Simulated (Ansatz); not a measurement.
Z-matrix (Å, degrees):
```
Si
C 1 1.891
F 1 1.596 2 108.6
H 1 1.480 2 110.6 3 118.6
H 1 1.482 2 108.4 3 -118.3
S 2 1.785 1 112.7 3 65.3
F 2 1.395 1 107.5 3 -170.1
H 2 1.095 1 111.7 3 -52.4
H 6 1.345 2 97.3 1 42.6
```

Total charge 0; spin multiplicity 1.

Task: List the r2SCAN/def2-TZVPP orbital energies in eV (Ansatz). (Best estimate.)

Result: The calculation gave: Occupied: -2409.76, -1792.33, -666.46, -666.42, -276.09, -214.17, -158.26, -158.17, -158.02, -142.68, -97.60, -97.52, -97.51, -31.89, -31.54, -20.86, -17.08, -14.56, -13.38, -12.38, -12.19, -11.50, -11.41, -10.58, -10.11, -9.17, -8.75, -7.82, -6.75. Lowest empty: -0.87, -0.62, 0.42, 1.03, 1.50, 1.83, 1.93, 2.46.
